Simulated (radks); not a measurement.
Coulomb parameter of the 3d shell of neutral copper in the model configuration [Ar] 3d9.5 4s1.5, as a second difference U = [E(n + 0.5) + E(n - 0.5) - 2 E(n)] / (0.5)^2 with all orbitals relaxed. "Bare": the charge of the atom changes with n. "Screened": the 4s shell takes up the change at fixed total charge, which measures U(3d,3d) + U(4s,4s) - 2 U(3d,4s). All-electron calculation, scalar-relativistic Kohn-Sham, PBEsol, spin-unpolarised, spherical densities, finite nucleus; Fermi nuclear charge, rms radius 3.8823 fm. Program: a radial shooting solver on a logarithmic mesh with Libxc functionals.

| case | configuration | E - E(n) (eV) |
|---|---|---|
| start | [Ar] 3d9.5 4s1.5 | 0.000 |
| bare +0.5 | [Ar] 3d10 4s1.5 | -2.099 |
| bare -0.5 | [Ar] 3d9 4s1.5 | 5.241 |
| screened +0.5 | [Ar] 3d10 4s1 | -0.585 |
| screened -0.5 | [Ar] 3d9 4s2 | 1.401 |

U(bare) = 12.567 eV, U(screened by 4s) = 3.265 eV, against the Slater integral F0(3d,3d) = 25.994 eV with frozen orbitals. The step up makes a negative ion, whose loosely bound charge lowers the bare value.
